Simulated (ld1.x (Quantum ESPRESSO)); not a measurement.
What one change does to a pseudopotential (selenium (Se), TM)

ld1.x (Quantum ESPRESSO) 7.5 input, shortened:

```
&input
   title='Se', zed=34., rel=1, dft='PBESOL', iswitch=3,
   config='[Ar] 3d10 4s2 4p4 4d-2'
 /
 &inputp
   pseudotype=2, tm=.true., lloc=1,
   nlcc=.true., rcore=1.40
 /
3
4S  1  0   2.00   0.00  1.40  1.40  0.0
4D  3  2  -2.00   0.05  1.35  1.35  0.0
4P  2  1   4.00   0.00  1.35  1.35  0.0
 &test
   configts(1)='4s2 4p4'
 /
```

Change: local potential the s channel.

Cutoffs: the cutoffs (Ry, on a coarse ladder) from which the occupation-weighted sum of valence levels, in a spherical-Bessel basis at the reference potential, stays within 10 and 1 mRy of its value at 400 Ry; they do not see the model core or the augmentation charge, which bear on the density cutoff. Errors are all-electron minus pseudo energies relative to the spin-unpolarised reference configuration.

Question: What does the change do?

Answer: The potential gets neither clearly harder nor softer (55 Ry and 110 Ry → 55 Ry and 110 Ry); the bound ghosts move from d, s to d, p; of the 7 tests that both files solve, the error grows in 6 and shrinks in 0 by more than 15 % and 0.3 meV (median size 9.6 → 19.6 meV); the range in which the p phases agree widens (upper end 3.0 → at the end of the scan). In the separable form a ghost depends on how the local part lies against the semilocal potential of the channel, so the choice of the local part can create or remove one.

```tsv
quantity	base	changed
cutoff, loose	55 Ry	55 Ry
cutoff, tight	110 Ry	110 Ry
bound ghosts	s, d	p, d
error for 4s2 4p3, meV [ΔE 10.85 eV]	-1.9	-4.5
error for 4s2 4p2, meV [ΔE 31.22 eV]	-15	-25
error for 4s2 4p1, meV [ΔE 62.12 eV]	-71	-84
error for 4s2 4p0, meV [ΔE 104.33 eV]	-237	-209
error for 4s2 4p3.5, meV [ΔE 4.31 eV]	-0.5	-1.1
error for 4s1 4p5, meV [ΔE 10.89 eV]	-3.4	-5.3
error for 4s0 4p6, meV [ΔE 21.98 eV]	-9.6	-20
s: phases at 1.56 bohr within 0.05 rad from the reference energy up to (Ry; the scan ends near 5)	to the end of the scan	to the end of the scan
p: phases at 1.56 bohr within 0.05 rad from the reference energy up to (Ry; the scan ends near 5)	3.0	to the end of the scan
d: phases at 1.56 bohr within 0.05 rad from the reference energy up to (Ry; the scan ends near 5)	2.1	2.5
```

 A true bound ghost makes a file unfit for plane-wave use even where its test errors are small: the radial tests pick states by their node count and pass the ghost by.
